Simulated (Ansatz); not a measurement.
PAu8⁻, relaxed as a singlet with RKS PBE0-D4/def2-SVPD in Ansatz, starting from packed atoms. Force threshold 0.02 eV/Å.

In the def2 sets Au takes a core potential; there is no spin–orbit coupling. The structure comes from a short search, and lower isomers may exist.

Start:

| atom | x (Å) | y (Å) | z (Å) |
| --- | --- | --- | --- |
| P1 | 0.807 | -1.079 | 0.706 |
| Au2 | -0.320 | 0.760 | -0.400 |
| Au3 | -1.722 | 2.529 | 0.878 |
| Au4 | -1.688 | 2.569 | -1.866 |
| Au5 | 0.221 | 0.989 | -3.005 |
| Au6 | 2.580 | -2.703 | 0.680 |
| Au7 | -1.477 | -0.358 | 1.593 |
| Au8 | 0.241 | -1.704 | 3.215 |
| Au9 | 1.357 | -1.004 | -1.800 |

| step | energy (eV) | largest force component (eV/Å) | SCF passes |
| --- | --- | --- | --- |
| 1 | -38837.9557 | 1.459 | 24 |
| 2 | -38838.5932 | 0.734 | 37 |
| 3 | -38838.8211 | 0.544 | 35 |
| 4 | -38839.0012 | 0.296 | 36 |
| 5 | -38839.1589 | 0.297 | 36 |
| 6 | -38839.3233 | 0.218 | 36 |
| 7 | -38839.4694 | 0.246 | 36 |
| 8 | -38839.5829 | 0.177 | 31 |
| 9 | -38839.6566 | 0.166 | 30 |
| 10 | -38839.7193 | 0.221 | 30 |
| 11 | -38839.7710 | 0.123 | 29 |
| 12 | -38839.7994 | 0.079 | 29 |
| 13 | -38839.8083 | 0.224 | 30 |
| 14 | -38839.8213 | 0.022 | 30 |
| 15 | -38839.8228 | 0.046 | 30 |
| 16 | -38839.8230 | 0.009 | 32 |

Force components are those of the run's own axes.

End:

Cartesian coordinates in Å:
```
P -0.185 -1.390 1.092
Au -0.114 0.338 -0.522
Au -2.237 1.580 0.725
Au -1.163 2.659 -1.542
Au 0.924 1.354 -2.849
Au 1.548 -2.763 0.180
Au -1.999 -0.540 2.402
Au 1.335 -0.236 2.372
Au 1.891 -1.002 -1.858
```

Bonds lost: P1–Au9 (atoms count from 1). Metal–metal contacts that move far: Au2–Au7 2.56 to 3.59 Å, Au7–Au8 2.72 to 3.35 Å, Au6–Au9 3.24 to 2.71 Å. The end is the same structure that another start reached.

No frequencies were taken in this run, so the end may be a saddle point.

Run time 8.7 min (4 threads of Arm Neoverse V1 on a shared host), peak host memory 1.9 GiB.
